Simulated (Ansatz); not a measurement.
Input file for Ansatz (a quantum-chemistry and plane-wave program): U-PBE0/def2-TZVPP on CaNi, 2S+1 = 3, a spin state set in the input, which need not be the lowest.

Ansatz 0.2 input:
```yaml
crystal:
  periodic: [false, false, false]
  atoms:
    - {symbol: Ni, position_ang: [0.00000000, 0.00000000, 0.00000000]}
    - {symbol: Ca, position_ang: [0.00000000, 0.00000000, 2.85000000]}
basis:
  gaussian:
    orbitals: def2-TZVPP
hamiltonian:
  xc: {name: PBE0}
magnetization: {spin_polarized: true, initial_magnetization: 2}
relax: {f_tol: 0.002, max_steps: 120}
```

The log:

```
WARN ansatz: RAYON_NUM_THREADS=1 ignored (pool sized by the plan → 1); use --threads N
Functional definition: PBE0
integrals: 0.05 GiB planned
911 factors; integrals over basis functions are off by at most 5.3e-4 eV
mean field: 0.59 GiB planned
mean field evaluation 1: about -59445.7519 eV, gradient 1.0e2 eV
mean field evaluation 2: about -58346.6648 eV, gradient 3.7e2 eV
mean field evaluation 4: about -58370.5404 eV, gradient 3.4e2 eV
mean field evaluation 8: about -59450.0969 eV, gradient 5.8e1 eV
mean field evaluation 16: about -59469.1977 eV, gradient 6.7e-2 eV
mean field evaluation 32: about -59469.2008 eV, gradient 8.5e0 eV
mean field -59469.38898570 eV, -2185.4597354250 hartree, gradient 3.4e-6 eV, S^2 2.023304; 2 other end points of the search recorded, 0 dependent functions left out
the calculation of the forces begins
reference -59469.38901153 eV, -2185.4597363742 hartree; 25, 23 occupied and 75, 77 virtual orbitals, 911 factors
relax step   1: F+E_penalty+E_count = -59469.38898570 eV  Δ(F+E_penalty+E_count) = +0.000e0 eV  max|allowed force component| = 3.291e-1 eV/Å  Δτ_max = 0.0000 Å  (193 SCF iters, accepted)
these checks for a lower state are left out or cut short: starts, cluster_reference, orbital_swaps, neighbouring_geometries, increment
integrals: 0.05 GiB planned
911 factors; integrals over basis functions are off by at most 4.8e-4 eV
mean field: 0.59 GiB planned
mean field -59469.40227890 eV, -2185.4602239408 hartree, gradient 3.7e-6 eV, S^2 2.022796; 0 other end points of the search recorded, 0 dependent functions left out
the calculation of the forces begins
reference -59469.40230467 eV, -2185.4602248880 hartree; 25, 23 occupied and 75, 77 virtual orbitals, 911 factors
relax step   2: F+E_penalty+E_count = -59469.40227890 eV  Δ(F+E_penalty+E_count) = -1.329e-2 eV  max|allowed force component| = 2.204e-1 eV/Å  Δτ_max = 0.0241 Å  (77 SCF iters, accepted)
these checks for a lower state are left out or cut short: starts, cluster_reference, orbital_swaps, neighbouring_geometries, increment
integrals: 0.05 GiB planned
911 factors; integrals over basis functions are off by at most 3.8e-4 eV
mean field: 0.59 GiB planned
mean field evaluation 64: about -59469.4110 eV, gradient 3.6e-4 eV
mean field -59469.41099708 eV, -2185.4605443280 hartree, gradient 4.7e-6 eV, S^2 2.021911; 0 other end points of the search recorded, 0 dependent functions left out
the calculation of the forces begins
reference -59469.41102274 eV, -2185.4605452713 hartree; 25, 23 occupied and 75, 77 virtual orbitals, 911 factors
relax step   3: F+E_penalty+E_count = -59469.41099708 eV  Δ(F+E_penalty+E_count) = -8.718e-3 eV  max|allowed force component| = 5.483e-2 eV/Å  Δτ_max = 0.0488 Å  (69 SCF iters, accepted)
these checks for a lower state are left out or cut short: starts, cluster_reference, orbital_swaps, neighbouring_geometries, increment
integrals: 0.05 GiB planned
911 factors; integrals over basis functions are off by at most 4.0e-4 eV
mean field: 0.59 GiB planned
mean field -59469.41146180 eV, -2185.4605614062 hartree, gradient 4.7e-6 eV, S^2 2.022075; 0 other end points of the search recorded, 0 dependent functions left out
the calculation of the forces begins
reference -59469.41148749 eV, -2185.4605623503 hartree; 25, 23 occupied and 75, 77 virtual orbitals, 911 factors
relax step   4: F+E_penalty+E_count = -59469.41146180 eV  Δ(F+E_penalty+E_count) = -4.647e-4 eV  max|allowed force component| = 6.444e-3 eV/Å  Δτ_max = 0.0097 Å  (62 SCF iters, accepted)
these checks for a lower state are left out or cut short: starts, cluster_reference, orbital_swaps, neighbouring_geometries, increment
integrals: 0.05 GiB planned
911 factors; integrals over basis functions are off by at most 4.0e-4 eV
mean field: 0.59 GiB planned
mean field evaluation 96: about -59469.4115 eV, gradient 1.1e-4 eV
mean field -59469.41146855 eV, -2185.4605616545 hartree, gradient 8.4e-6 eV, S^2 2.022057; 0 other end points of the search recorded, 0 dependent functions left out
the calculation of the forces begins
reference -59469.41149424 eV, -2185.4605625985 hartree; 25, 23 occupied and 75, 77 virtual orbitals, 911 factors
relax step   5: F+E_penalty+E_count = -59469.41146855 eV  Δ(F+E_penalty+E_count) = -6.757e-6 eV  max|allowed force component| = 1.599e-4 eV/Å  Δτ_max = 0.0010 Å  (65 SCF iters, accepted)
integrals: 0.05 GiB planned
911 factors; integrals over basis functions are off by at most 4.0e-4 eV
mean field: 0.59 GiB planned
mean field evaluation 128: about -59469.3191 eV, gradient 3.3e-1 eV
mean field -59469.41146855 eV, -2185.4605616545 hartree, gradient 8.4e-6 eV, S^2 2.022057; 3 other end points of the search recorded, 0 dependent functions left out
the calculation of the forces begins
reference -59469.41149424 eV, -2185.4605625985 hartree; 25, 23 occupied and 75, 77 virtual orbitals, 911 factors
Total energy: -59469.41149424 eV, -2185.4605625985 hartree
Atom 0 at    -0.000000     0.000000     0.064163 Å, force    -0.000000    -0.000000     0.000160 eV/Å
Atom 1 at     0.000000    -0.000000     2.785837 Å, force     0.000000     0.000000    -0.000160 eV/Å
Dipole moment:    -0.000000    -0.000000     0.295854 e Å
```

The calculation finished and met its thresholds.

Cost: around 40 core-seconds (rough).
